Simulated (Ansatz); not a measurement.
`[CH3][AlH][B](C)F` + `BC(=C)CC` → `B[C](=C)[AlH][CH3]` + `CCB(C)F`  (redistribution)

Gas-phase electronic energies from Ansatz, PBE0-D4/def2-TZVP geometries. CCSD(T)/CBS adds triple-zeta CCSD(T) − MP2 to the extrapolated MP2 energy (def2 sets, frozen cores). Functionals use def2-TZVPP. B3LYP here is the variant with VWN-RPA as its local correlation; programs differ in this. Each species was taken in one conformer, which may not be the lowest.

| level | ΔE (kJ/mol) | difference from CCSD(T)/CBS |
| --- | --- | --- |
| PBE-D4 | -75.2 | 10.6 |
| r2SCAN-D4 | -88.4 | -2.6 |
| PBE0-D4 | -81.0 | 4.8 |
| B3LYP-D4 | -84.5 | 1.3 |
| PBE | -75.1 | 10.7 |
| r2SCAN | -88.4 | -2.6 |
| PBE0 | -80.9 | 4.9 |
| B3LYP | -84.1 | 1.7 |
| HF/def2-TZVPP | -92.9 | -7.1 |
| SCS-MP2/def2-TZVPP | -88.2 | -2.4 |
| CCSD/def2-TZVPP | -86.6 | -0.8 |
| HF/def2-QZVPP | -92.9 | -7.1 |
| MP2/def2-QZVPP | -91.7 | -5.9 |
| SCS-MP2/def2-QZVPP | -88.4 | -2.6 |
| HF/CBS(def2) | -92.9 | -7.1 |
| CCSD/CBS(def2) | -86.6 | -0.8 |
| CCSD(T)/CBS | -85.8 | 0 |

Largest T1 diagnostic among the species: 0.012.

From PBE to PBE0 (25 % exact exchange), in def2-TZVPP and without D4, ΔE moves by −5.8 kJ/mol.
